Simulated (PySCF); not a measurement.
Bonding in `NC[C@H]1CC=C1Cl`

Compound: C5H8ClN.
Numbering: `[NH2:1][CH2:2][C@H:3]1[CH2:4][CH:5]=[C:6]1[Cl:7]` (hydrogens: H8, H9 on N1; H10, H11 on C2; H12 on C3; H13, H14 on C4; H15 on C5)

Structure used (GFN2-xTB), in Å, numbered top down from 1:
```
atom  x, y, z in Å
N1     2.2740    0.0083   -0.5343
C2     1.1552   -0.6335    0.1226
C3    -0.2239   -0.2163   -0.4082
C4    -1.4554   -0.7149    0.4005
C5    -1.7470    0.7366    0.6879
C6    -0.6974    1.1583   -0.0115
Cl7   -0.0424    2.6958   -0.3732
H8     2.2607   -0.1862   -1.5303
H9     2.2159    1.0144   -0.4173
H10    1.2685   -1.7157    0.0038
H11    1.2152   -0.3981    1.1888
H12   -0.2860   -0.4160   -1.4808
H13   -2.2113   -1.2275   -0.1905
H14   -1.2045   -1.3140    1.2730
H15   -2.5262    1.2166    1.2475
```

Bond orders from the PBE0/pcSseg-1 density (PySCF). One conformer (not necessarily the lowest) at the GFN2-xTB geometry, without solvent, vibrations or thermal averaging.

Question: How far do the computed orders between heavy atoms stray from the drawn ones?

Answer: The largest departure is 0.282, at C5–C6 (drawn double, 1.718).

Question: Set the Mayer orders of the bonds beside their lengths.

Answer: 
```tsv
bond	drawn as	length (Å)	Mayer order
N1–C2	single	1.447	1.041
C2–C3	single	1.535	0.978
C3–C4	single	1.555	0.990
C4–C5	single	1.508	1.032
C5–C6	double	1.330	1.718
C6–Cl7	single	1.710	1.023
C6–C3	single	1.507	0.964
N1–H8	single	1.015	0.957
N1–H9	single	1.015	0.954
C2–H10	single	1.095	0.949
C2–H11	single	1.093	0.951
C3–H12	single	1.093	0.927
C4–H13	single	1.088	0.926
C4–H14	single	1.088	0.929
C5–H15	single	1.073	1.027
```

By pair of heavy elements: C–C: lowest C6–C3 (0.964, 1.507 Å), highest C5–C6 (1.718, 1.330 Å); in 1 of the 10 pairs the longer bond (by over 0.003 Å) has the higher order (by 0.02 or more).

Question: Sum the orders of all bonds at each heavy atom with more than one neighbour and set the sums beside the valence in the SMILES.

Answer: N1 2.952 (drawn 3), C2 3.919 (drawn 4), C3 3.859 (drawn 4), C4 3.877 (drawn 4), C5 3.777 (drawn 4), C6 3.705 (drawn 4). Orders between atoms that aren't bonded are not in these sums.

For a closed shell the Mayer order of atoms A and B is Σ (PS)μν (PS)νμ over the basis functions μ on A and ν on B, with P the density and S the overlap matrix.

The run behind these numbers computed NMR shieldings as well. The run took 24 s wall on an Intel Xeon Platinum 8559C with one thread (shared host), and the process peaked at 0.75 GiB of memory.
